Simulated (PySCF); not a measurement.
Method: PySCF 2.14.0 with B3LYP-D3(BJ)/def2-TZVP // PBE-D3(BJ)/def2-SVP. All species are isolated molecules in the gas phase. One relaxed conformer stands for a flexible species; it need not be the lowest. B3LYP has the VWN-RPA correlation part, as in Gaussian. 

Reference species: [Ta(NH2)5] (neutral, multiplicity 1).

```yaml
coordination_number: 5
charge on the central atom (Mulliken): 1.30 e
```

Changed species: [Ta(F)2(NH2)3] (3 of 5 F replaced by NH2; the reference has 5 of 5 F replaced by NH2).

Give the shifts of the coordination number and charge on the central atom (Mulliken).

the coordination number stays essentially unchanged; the charge on the central atom (Mulliken) rises by 0.23 e, to 1.53 e.
